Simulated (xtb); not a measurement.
C$_{3}$H$_{10}$N (SMILES C[NH+](C)C), charge +1, singlet, geometry from GFN2-xTB; GFN1-xTB (xtb).

xtb was given this input:
```
$ xtb mol.xyz --gfn 1 --chrg 1 --json

# file mol.xyz
14

N     -0.00145735    -0.00078979     0.34907080
C     -0.00683148     1.40360564    -0.09889597
C      1.21940542    -0.69518278    -0.09852509
C     -1.21129590    -0.70773025    -0.10870151
H     -0.00247043     1.44135056    -1.18709760
H      0.87339726     1.92496286     0.27271406
H     -0.89547623     1.91583180     0.26530846
H      1.25459564    -0.71020410    -1.18671739
H      1.22922597    -1.72074149     0.26595109
H      2.10574056    -0.18427709     0.27308679
H     -1.23721663    -0.72306702    -1.19714967
H     -2.10593863    -0.20601809     0.25545409
H     -1.21357974    -1.73335144     0.25572399
H     -0.00574458    -0.00311317     1.37596602
```

It wrote (shortened):

```
   ID    Z sym.   atoms
    1    7 N      1
    2    6 C      2-4
    3    1 H      5-14

           -------------------------------------------------
          |                Calculation Setup                |
           -------------------------------------------------

           -------------------------------------------------
          |                 G F N 1 - x T B                 |
           -------------------------------------------------

          ...................................................
          :                      SETUP                      :
          :.................................................:
          :  # basis functions                  36          :
          :  # atomic orbitals                  36          :
          :  # shells                           28          :
          :  # electrons                        26          :
          :  # halogen bonds                     0          :
          :  max. iterations                   250          :
          :  Hamiltonian                  GFN1-xTB          :
          :  restarted?                      false          :
          :  GBSA solvation                  false          :
          :  PC potential                    false          :
          :  electronic temp.          300.0000000     K    :
          :  accuracy                    1.0000000          :
          :  -> integral cutoff          0.2500000E+02      :
          :  -> integral neglect         0.1000000E-07      :
          :  -> SCF convergence          0.1000000E-05 Eh   :
          :  -> wf. convergence          0.2000000E-04 e    :
          :  Broyden damping             0.4000000          :
          :  net charge                          1          :
          :  unpaired electrons                  0          :
          ...................................................

 iter      E             dE          RMSdq      gap      omega  full diag
   1    -14.6165786 -0.146166E+02  0.684E+00    9.48       0.0  T
   2    -14.6703389 -0.537603E-01  0.410E+00   10.22       1.0  T
   3    -14.6711248 -0.785904E-03  0.793E-01   10.22       1.0  T
   4    -14.6716819 -0.557157E-03  0.726E-02   10.21       1.0  T
   5    -14.6717056 -0.236618E-04  0.814E-03   10.21       3.3  T
   6    -14.6717058 -0.199787E-06  0.141E-03   10.22      18.9  T
   7    -14.6717058 -0.113253E-07  0.166E-04   10.22     160.9  T
   8    -14.6717058 -0.187782E-09  0.153E-05   10.22    1749.8  T

   *** convergence criteria satisfied after 8 iterations ***

         :::::::::::::::::::::::::::::::::::::::::::::::::::::
         ::                     SUMMARY                     ::
         :::::::::::::::::::::::::::::::::::::::::::::::::::::
         :: total energy             -14.483068311263 Eh    ::
         :: gradient norm              0.021897445024 Eh/a0 ::
         :: HOMO-LUMO gap             10.218581556048 eV    ::
         ::.................................................::
         :: SCC energy               -14.671705807234 Eh    ::
         :: -> electrostatic           0.113365400254 Eh    ::
         :: repulsion energy           0.192846336123 Eh    ::
         :: dispersion energy         -0.004208840152 Eh    ::
         :: halogen bond corr.         0.000000000000 Eh    ::
         :: add. restraining           0.000000000000 Eh    ::
         :: total charge               1.000000000000 e     ::
         :::::::::::::::::::::::::::::::::::::::::::::::::::::

           -------------------------------------------------
          |                Property Printout                |
           -------------------------------------------------

    * Orbital Energies and Occupations

         #    Occupation            Energy/Eh            Energy/eV
      -------------------------------------------------------------
         1        2.0000           -1.0470262             -28.4910
         2        2.0000           -0.8722574             -23.7353
[...]
        10        2.0000           -0.7170260             -19.5113
        11        2.0000           -0.7170260             -19.5113
        12        2.0000           -0.7151626             -19.4606
        13        2.0000           -0.7149935             -19.4560 (HOMO)
        14                         -0.3394675              -9.2374 (LUMO)
        15                         -0.3347012              -9.1077
        16                         -0.3347012              -9.1077
        17                         -0.3316801              -9.0255
        18                         -0.2811687              -7.6510
        19                         -0.2746407              -7.4734
        20                         -0.2746407              -7.4734
        21                         -0.2494251              -6.7872
        22                         -0.2494251              -6.7872
        23                         -0.2373279              -6.4580
        24                         -0.1991040              -5.4179
       ...                                ...                  ...
        36                          0.2709628               7.3733
      -------------------------------------------------------------
                  HL-Gap            0.3755260 Eh           10.2186 eV
             Fermi-level           -0.5272305 Eh          -14.3467 eV

  Mulliken/CM5 charges         n(s)   n(p)   n(d)
     1N    -0.10398 -0.54888   1.467  3.637  0.000
     2C     0.02243 -0.07636   1.006  2.972  0.000
     3C     0.02243 -0.07636   1.006  2.972  0.000
     4C     0.02243 -0.07636   1.006  2.972  0.000
     5H     0.08398  0.14588   0.916  0.000  0.000
     6H     0.08656  0.14752   0.913  0.000  0.000
     7H     0.08656  0.14752   0.913  0.000  0.000
     8H     0.08398  0.14588   0.916  0.000  0.000
     9H     0.08656  0.14752   0.913  0.000  0.000
    10H     0.08656  0.14752   0.913  0.000  0.000
    11H     0.08398  0.14588   0.916  0.000  0.000
    12H     0.08656  0.14752   0.913  0.000  0.000
    13H     0.08656  0.14752   0.913  0.000  0.000
    14H     0.26542  0.45519   0.735  0.000  0.000

Wiberg/Mayer (AO) data.
largest (>0.10) Wiberg bond orders for each atom

 ---------------------------------------------------------------------------
     #   Z sym  total        # sym  WBO       # sym  WBO       # sym  WBO
 ---------------------------------------------------------------------------
     1   7 N    3.645 --     3 C    0.921     4 C    0.921     2 C    0.921
                            14 H    0.908
     2   6 C    3.905 --     5 H    0.984     7 H    0.981     6 H    0.981
                             1 N    0.921
     3   6 C    3.905 --     8 H    0.984    10 H    0.981     9 H    0.981
                             1 N    0.921
     4   6 C    3.905 --    11 H    0.984    13 H    0.981    12 H    0.981
                             1 N    0.921
     5   1 H    0.993 --     2 C    0.984
     6   1 H    0.992 --     2 C    0.981
     7   1 H    0.992 --     2 C    0.981
     8   1 H    0.993 --     3 C    0.984
     9   1 H    0.992 --     3 C    0.981
    10   1 H    0.992 --     3 C    0.981
    11   1 H    0.993 --     4 C    0.984
    12   1 H    0.992 --     4 C    0.981
    13   1 H    0.992 --     4 C    0.981
    14   1 H    0.941 --     1 N    0.908
 ---------------------------------------------------------------------------

Topologies differ in total number of bonds
Writing topology from bond orders to xtbtopo.mol

 dipole moment from electron density (au)
     X       Y       Z
  -0.0023  -0.0013   0.5607  total (Debye):    1.425

           -------------------------------------------------
          | TOTAL ENERGY              -14.483068311263 Eh   |
          | GRADIENT NORM               0.021897445024 Eh/α |
          | HOMO-LUMO GAP              10.218581556048 eV   |
           -------------------------------------------------

normal termination of xtb
```
